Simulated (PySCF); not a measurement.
H$_{2}$Cl$_{2}$Si, triplet, geometry from GFN2-xTB (a higher spin typed on purpose: for a closed-shell molecule this is an excited state); PBE/STO-3G in PySCF.

Here is a job for PySCF.
```python
from pyscf import gto, scf, dft

mol = gto.M(
    atom='''
Si   -0.004989   -0.222946   -0.215868
Cl    2.170841   -0.048922    0.184307
Cl   -2.170866    0.185619    0.042426
H     0.019535    0.859563    0.823128
H     0.050739   -0.062167   -1.655437
''',
    basis='sto-3g',
    charge=0,
    spin=2,
    verbose=4,
)

mf = dft.UKS(mol)
mf.xc = 'pbe'
mf.kernel()
mo_i, mo_e, stable_i, stable_e = mf.stability(internal=True, external=False, return_status=True, nroots=6, tol=1e-6)
print('internally stable:', stable_i, ' externally stable:', stable_e)
if not stable_i:
    umf = mf.copy()
    umf.scf_summary = {}
    umf.kernel(umf.make_rdm1(mo_i, mf.mo_occ))
mf.analyze()
```

It wrote (shortened):

```
PySCF version 2.14.0

[INPUT] verbose = 4
[INPUT] num. atoms = 5
[INPUT] num. electrons = 50
[INPUT] charge = 0
[INPUT] spin (= nelec alpha-beta = 2S) = 2
[INPUT] symmetry False subgroup None
[INPUT] Mole.unit = angstrom
[INPUT] Symbol           X                Y                Z      unit          X                Y                Z       unit  Magmom
[INPUT]  1 Si    -0.004989000000  -0.222946000000  -0.215868000000 AA   -0.009427843635  -0.421306880567  -0.407931399058 Bohr   0.0
[INPUT]  2 Cl     2.170841000000  -0.048922000000   0.184307000000 AA    4.102294949977  -0.092449181466   0.348289752840 Bohr   0.0
[INPUT]  3 Cl    -2.170866000000   0.185619000000   0.042426000000 AA   -4.102342193130   0.350769073516   0.080173520561 Bohr   0.0
[INPUT]  4 H      0.019535000000   0.859563000000   0.823128000000 AA    0.036915799843   1.624338656810   1.555486485461 Bohr   0.0
[INPUT]  5 H      0.050739000000  -0.062167000000  -1.655437000000 AA    0.095882813834  -0.117478603986  -3.128322546472 Bohr   0.0

nuclear repulsion = 172.748936584204
number of shells = 17
number of NR pGTOs = 87
number of NR cGTOs = 29
basis = sto-3g
ecp = {}

******** <class 'pyscf.dft.uks.UKS'> ********
method = UKS
initial guess = minao
damping factor = 0
level_shift factor = 0
DIIS = <class 'pyscf.scf.diis.CDIIS'>
diis_start_cycle = 1
diis_space = 8
diis_damp = 0
SCF conv_tol = 1e-09
SCF conv_tol_grad = None
SCF max_cycles = 50
direct_scf = True
direct_scf_tol = 1e-13
number electrons alpha = 26  beta = 24
XC library pyscf.dft.libxc version 7.1.2
    S. Lehtola, C. Steigemann, M. J. T. Oliveira, and M. A. L. Marques,  SoftwareX 7, 1–5 (2018)
XC functionals = pbe
    J. P. Perdew, K. Burke, and M. Ernzerhof,  Phys. Rev. Lett. 77, 3865 (1996)
    J. P. Perdew, K. Burke, and M. Ernzerhof,  Phys. Rev. Lett. 78, 1396 (1997)
    J. P. Perdew, K. Burke, and M. Ernzerhof,  Phys. Rev. Lett. 77, 3865 (1996)
    J. P. Perdew, K. Burke, and M. Ernzerhof,  Phys. Rev. Lett. 78, 1396 (1997)
radial grids:
    Treutler-Ahlrichs [JCP 102, 346 (1995); DOI:10.1063/1.469408] (M4) radial grids

becke partition: Becke, JCP 88, 2547 (1988); DOI:10.1063/1.454033
pruning grids: <function nwchem_prune>
grids dens level: 3
symmetrized grids: False
atomic radii adjust function: <function treutler_atomic_radii_adjust>
small_rho_cutoff = 0
Set gradient conv threshold to 3.16228e-05
tot grids = 76560
init E= -1196.44173003291

cycle= 1 E= -1196.98486795215  delta_E= -0.543  |g|= 0.23  |ddm|= 1.95

cycle= 2 E= -1196.91154714707  delta_E= 0.0733  |g|= 0.35  |ddm|= 1.54

cycle= 3 E= -1197.06127243913  delta_E= -0.15  |g|= 0.0174  |ddm|= 0.979

cycle= 4 E= -1197.06164024445  delta_E= -0.000368  |g|= 0.00918  |ddm|= 0.0897

cycle= 5 E= -1197.061743329  delta_E= -0.000103  |g|= 0.00189  |ddm|= 0.0314

cycle= 6 E= -1197.06173888553  delta_E= 4.44e-06  |g|= 0.00239  |ddm|= 0.0122

cycle= 7 E= -1197.06174741075  delta_E= -8.53e-06  |g|= 0.000949  |ddm|= 0.0126

cycle= 8 E= -1197.06174900177  delta_E= -1.59e-06  |g|= 5.05e-05  |ddm|= 0.0037

cycle= 9 E= -1197.06174900491  delta_E= -3.14e-09  |g|= 1.78e-05  |ddm|= 0.000223

cycle= 10 E= -1197.06174900535  delta_E= -4.37e-10  |g|= 1.12e-06  |ddm|= 5.95e-05

Extra cycle  E= -1197.06174900535  delta_E= -4.77e-12  |g|= 8.84e-07  |ddm|= 7.15e-06
converged SCF energy = -1197.06174900535  <S^2> = 2.0008754  2S+1 = 3.0005836
uhf_internal: lowest eigs of H = [0.06509305 0.07830933 0.13059609 0.18124381 0.30588406 0.32768911]
<class 'pyscf.dft.uks.UKS'> wavefunction is stable in the internal stability analysis
internally stable: True  externally stable: None
**** SCF Summaries ****
Total Energy =                       -1197.061749005353931
Nuclear Repulsion Energy =             172.748936584204273
One-electron Energy =                -2003.549478678504784
Two-electron Energy =                  633.738793088946522
Two-electron Coulomb Energy =          711.248654572755754
DFT Exchange-Correlation Energy =      -77.509861483809289
**** MO energy ****
                             alpha | beta                alpha | beta
MO #1   energy= -99.5667470603803  | -99.5645600065174  occ= 1 | 1
MO #2   energy= -99.5667391311621  | -99.5645520967248  occ= 1 | 1
MO #3   energy= -64.7166069869233  | -64.7126220169894  occ= 1 | 1
MO #4   energy= -8.93814238730805  | -8.93534532925949  occ= 1 | 1
MO #5   energy= -8.93778299646326  | -8.93498850606526  occ= 1 | 1
MO #6   energy= -6.78887787637944  | -6.78358494848725  occ= 1 | 1
MO #7   energy= -6.78866339574216  | -6.78328826373914  occ= 1 | 1
MO #8   energy= -6.77808213251647  | -6.77479985374049  occ= 1 | 1
MO #9   energy= -6.77802046390673  | -6.77478565669598  occ= 1 | 1
MO #10  energy= -6.7737779993097   | -6.77191487481186  occ= 1 | 1
MO #11  energy= -6.77368644151235  | -6.77181654013925  occ= 1 | 1
MO #12  energy= -4.91488176718575  | -4.90923332726216  occ= 1 | 1
MO #13  energy= -3.28052867858608  | -3.27659073716444  occ= 1 | 1
MO #14  energy= -3.27567817529075  | -3.27103297113386  occ= 1 | 1
MO #15  energy= -3.27327992347892  | -3.26201102011053  occ= 1 | 1
MO #16  energy= -0.69379047959027  | -0.676233628609615 occ= 1 | 1
MO #17  energy= -0.680906607325241 | -0.663977307320075 occ= 1 | 1
MO #18  energy= -0.467360953771553 | -0.44326515162604  occ= 1 | 1
MO #19  energy= -0.347297837895099 | -0.325466660449975 occ= 1 | 1
MO #20  energy= -0.31267841499935  | -0.29416704448441  occ= 1 | 1
MO #21  energy= -0.255094911629948 | -0.232979058454868 occ= 1 | 1
MO #22  energy= -0.233621806092088 | -0.211145879479557 occ= 1 | 1
MO #23  energy= -0.218513921272606 | -0.208129092626204 occ= 1 | 1
MO #24  energy= -0.211023758372361 | -0.201510472804952 occ= 1 | 1
MO #25  energy= -0.207036635105444 | -0.172498642201211 occ= 1 | 0
MO #26  energy= -0.107255395730288 | -0.03917488561079  occ= 1 | 0
MO #27  energy= 0.15670233287727   | 0.180727473867494  occ= 0 | 0
MO #28  energy= 0.17549917093955   | 0.200984940614444  occ= 0 | 0
MO #29  energy= 0.308454864997689  | 0.340987908853625  occ= 0 | 0

To work with the spin densities directly, `use mulliken_meta_spin()` only printing them here.

 ** Mulliken spin pop alpha/beta on meta-lowdin orthogonal AOs **
 ** Mulliken Spin Density (per AO)  **
spin_pop of  0 Si 1s        0.00000
spin_pop of  0 Si 2s        0.00006
spin_pop of  0 Si 3s        0.21116
spin_pop of  0 Si 2px      -0.00004
spin_pop of  0 Si 2py       0.00026
spin_pop of  0 Si 2pz       0.00002
spin_pop of  0 Si 3px       0.00147
spin_pop of  0 Si 3py       0.49695
spin_pop of  0 Si 3pz       0.09342
spin_pop of  1 Cl 1s        0.00000
spin_pop of  1 Cl 2s        0.00001
spin_pop of  1 Cl 3s        0.00145
spin_pop of  1 Cl 2px       0.00010
spin_pop of  1 Cl 2py       0.00005
spin_pop of  1 Cl 2pz       0.00002
spin_pop of  1 Cl 3px       0.26015
spin_pop of  1 Cl 3py       0.15006
spin_pop of  1 Cl 3pz       0.07154
spin_pop of  2 Cl 1s        0.00000
spin_pop of  2 Cl 2s        0.00001
spin_pop of  2 Cl 3s        0.00145
spin_pop of  2 Cl 2px       0.00009
spin_pop of  2 Cl 2py       0.00005
spin_pop of  2 Cl 2pz       0.00002
spin_pop of  2 Cl 3px       0.26269
spin_pop of  2 Cl 3py       0.12883
spin_pop of  2 Cl 3pz       0.09023
spin_pop of  3 H 1s        0.20980
spin_pop of  4 H 1s        0.02016
 ** Mulliken Spin Density (per atom)  **
spin density of  0 Si =      0.80330
spin density of  1 Cl =      0.48337
spin density of  2 Cl =      0.48337
spin density of  3 H =      0.20980
spin density of  4 H =      0.02016
 ** Mulliken pop alpha/beta on meta-lowdin orthogonal AOs **
 ** Mulliken pop       alpha | beta **
pop of  0 Si 1s        1.00000 | 1.00000
pop of  0 Si 2s        0.99974 | 0.99968
pop of  0 Si 3s        0.76977 | 0.55861
pop of  0 Si 2px       0.99867 | 0.99871
pop of  0 Si 2py       0.99937 | 0.99911
pop of  0 Si 2pz       0.99881 | 0.99879
pop of  0 Si 3px       0.28624 | 0.28477
pop of  0 Si 3py       0.66319 | 0.16624
pop of  0 Si 3pz       0.45486 | 0.36145
pop of  1 Cl 1s        1.00000 | 1.00000
pop of  1 Cl 2s        0.99995 | 0.99994
pop of  1 Cl 3s        0.98180 | 0.98035
pop of  1 Cl 2px       0.99985 | 0.99975
pop of  1 Cl 2py       1.00000 | 0.99995
pop of  1 Cl 2pz       0.99999 | 0.99997
pop of  1 Cl 3px       0.86797 | 0.60783
pop of  1 Cl 3py       0.99688 | 0.84682
pop of  1 Cl 3pz       0.98564 | 0.91410
pop of  2 Cl 1s        1.00000 | 1.00000
pop of  2 Cl 2s        0.99995 | 0.99994
pop of  2 Cl 3s        0.98180 | 0.98035
pop of  2 Cl 2px       0.99985 | 0.99976
pop of  2 Cl 2py       0.99999 | 0.99995
pop of  2 Cl 2pz       0.99999 | 0.99997
pop of  2 Cl 3px       0.86811 | 0.60542
pop of  2 Cl 3py       0.99236 | 0.86353
pop of  2 Cl 3pz       0.99001 | 0.89979
pop of  3 H 1s        0.61538 | 0.40558
pop of  4 H 1s        0.54984 | 0.52968
In total            26.00000 | 24.00000
 ** Mulliken atomic charges   ( Nelec_alpha | Nelec_beta ) **
charge of  0Si =      0.46199  (     7.17065      6.36735 )
charge of  1Cl =     -0.18076  (     8.83207      8.34870 )
charge of  2Cl =     -0.18076  (     8.83207      8.34870 )
charge of  3H =     -0.02096  (     0.61538      0.40558 )
charge of  4H =     -0.07951  (     0.54984      0.52968 )
Dipole moment(X, Y, Z, Debye): -0.00298, -0.30404, -0.41157
```
